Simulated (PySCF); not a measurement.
Se(Cl)(SiH3) (ClH3SeSi), SMILES [SiH3][Se]Cl. Geometry optimised at PBE0-D3(BJ)/def2-SVP.

All values below come from PBE0-D3(BJ)/def2-SVP (PySCF).

Harmonic wavenumbers (cm⁻¹): 116, 154, 390, 407, 584, 584, 889, 913, 946, 2236, 2258, 2263. Rotational constants (GHz): 5.503, 2.709, 1.855; symmetry number 1.

Work out the zero-point energy and the ideal-gas rigid-rotor harmonic-oscillator thermochemistry at 298.15 K and 1 atm.

ZPE = ½ Σ hcν = ½ × 11738 cm⁻¹ = 16.78 kcal/mol. H − E(el) = 20.69 kcal/mol. Entropy in cal/(mol K): translation 40.84, rotation 26.85, vibration 9.09, total 76.78. G − E(el) = -2.20 kcal/mol. Cp = 18.31 cal/(mol K). Modes under 150 cm⁻¹ make the vibrational entropy uncertain.
